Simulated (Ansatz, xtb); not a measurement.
Relative energy of two isomers of C4H3BrFN

Structure a: `C/C(Br)=C(/F)C#N`, a singlet. Structure b: `Fc1c[nH]c(Br)c1`, a singlet. Both are isolated molecules in the gas phase, relaxed with B3LYP-D3(BJ)/def2-SVP.

a (Å):

| atom | x (Å) | y (Å) | z (Å) |
| --- | --- | --- | --- |
| C | -1.1004 | -0.8759 | -0.6329 |
| C | 0.3052 | -0.4363 | -0.8777 |
| C | 1.2905 | -1.2208 | -1.3568 |
| C | 1.0968 | -2.5983 | -1.6938 |
| Br | 0.7101 | 1.3664 | -0.4768 |
| F | 2.5317 | -0.7719 | -1.5559 |
| N | 0.9402 | -3.7158 | -1.9674 |
| H | -1.7990 | -0.2696 | -1.2308 |
| H | -1.3650 | -0.7344 | 0.4269 |
| H | -1.2356 | -1.9349 | -0.8945 |

b (Å):

| atom | x (Å) | y (Å) | z (Å) |
| --- | --- | --- | --- |
| C | 0.2689 | -1.7759 | -2.0350 |
| C | 0.8117 | -0.5183 | -1.8709 |
| C | -0.2713 | -1.0893 | 0.0136 |
| C | -0.4218 | -2.1575 | -0.8531 |
| Br | -0.9080 | -0.8635 | 1.7621 |
| F | 0.3739 | -2.5234 | -3.1342 |
| N | 0.4650 | -0.1132 | -0.5968 |
| H | 1.3996 | 0.0991 | -2.5429 |
| H | 0.7130 | 0.7696 | -0.1701 |
| H | -0.9536 | -3.0858 | -0.6669 |

Energies in hartree; the thermal terms are from GFN2-xTB frequencies at re-optimised GFN2-xTB minima (ideal gas, soft modes damped towards free rotors, one conformer each, 298.15 K, 1 atm) and include the zero-point energy:

```
                               a            b
E, CCSD(T)/def2-SVP  −2880.077373  −2880.090870
    E, MP2/def2-SVP  −2880.011449  −2880.030040
  E, MP2/def2-TZVPP  −2880.940396  −2880.960088
  zero-point energy      0.059510      0.062713
       H(298 K) − E      0.068288      0.069843
       G(298 K) − E      0.025902      0.031254
```

Q: Correct the CCSD(T) difference for the basis set by the MP2 change, then work out ΔE, ΔE₀, ΔH and ΔG for a → b in kJ/mol (1 Eh = 2625.50 kJ/mol) and the equilibrium ratio [b]/[a].

A: 1. Differences b − a: CCSD(T) −0.013497, MP2 in the small set −0.018591, MP2 in the large set −0.019692 Eh.
2. ΔE = −0.013497 + (−0.019692 − (−0.018591)) = −0.014598 Eh = −38.33 kJ/mol.
3. ΔE₀ = ΔE + ΔZPE = −0.014598 + (+0.003203) Eh = −29.92 kJ/mol.
4. ΔH = ΔE + (+0.001555) Eh = −34.24 kJ/mol.
5. ΔG = ΔE + (+0.005352) Eh = −24.28 kJ/mol, so ΔS = (ΔH − ΔG)/T = −33.4 J/(mol K).
6. kT = 0.9442 mEh, so K = [b]/[a] = exp(−ΔG/kT) = exp(+9.79) ≈ 1.8 × 10^4.

Structure b is favoured at this temperature. An error of 4 kJ/mol in ΔG would change K by a factor of 5. Mirror images and further conformers aren't counted.

As drawn, b has 3 C∷C, 2 C∷N, 1 N–H in place of 2 C–C, 1 C=C, 1 C≡N, 1 C–H (∷ is an aromatic bond). Structure a has no ring, b a 5-membered ring (with an aromatic ring).

Other levels gave ΔE = −167.7 (GFN2-xTB); −48.3 (HF/STO-3G, GFN2-xTB geometries); −81.6 (r2SCAN-D4/def2-SVP, GFN2-xTB geometries); −65.7 (B3LYP-D3(BJ)/def2-SVP); −41.9 (HF/def2-SVP); −48.8 (MP2/def2-SVP); −35.4 (CCSD(T)/def2-SVP) kJ/mol. The correlated steps freeze 15 core orbitals; the filled d shell of Br is correlated, in a basis made for valence electrons. Programs: Ansatz 0.2.0, xtb 6.7.1.
